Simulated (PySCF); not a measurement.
Planning a geometry optimisation on `C[S][GeH2][F]`.

Method: PBE0-D3(BJ)/def2-SVP geometry optimisation, gas phase (PySCF 2.14.0). Work: geometry optimisation from a GFN2-xTB start shaken at random, density fitting. The input is one job of a driver script: a line of settings, then coordinates in Å.

Command:
```bash
OMP_NUM_THREADS=1 python probes_run.py task.json out
```

Input:
```
{"job": {"xc": "PBE0", "basis": "def2-SVP", "d3": "d3bj", "grid": 1, "shake": 0.01, "kind": "geom"}, "charge": 0, "multiplicity": 1}
C      1.576230    -0.038470     0.181420
S      0.346480    -1.128840     0.992770
Ge    -1.524110    -0.202610     0.250460
F     -1.320400     1.536960     0.544620
H      2.532710    -0.337270     0.506530
H      1.481890    -0.111440    -0.904190
H      1.378910     1.011650     0.478920
H     -2.719450    -0.571700     1.032520
H     -1.694450    -0.175440    -1.223390
```

Hardware: one thread of an Arm Neoverse V2, shared host. PySCF's memory limit was set to 1760 MB.

Q: How large is the basis?

A: 103 functions.

Q: Estimate the wall time.

A: About 46 s. The run took 12 energy-and-gradient evaluations and 78 SCF cycles, 3.8 s an evaluation on average.

Q: Estimate the peak memory.

A: About 0.43 GiB. Peak memory is the resident size of the whole Python process, interpreter and libraries included.

Q: At this speed, how long would 1000 such jobs take on 32 cores, one job a core?

A: 1000/32 gives 32 rounds of 46 s, about 25 min of wall time and 13 core-hours, if the jobs don't slow each other.

The host was shared with other jobs, so the times are rough.

The run converged: final energy -2615.16721 Eh after 11 steps; dipole 2.01 D.
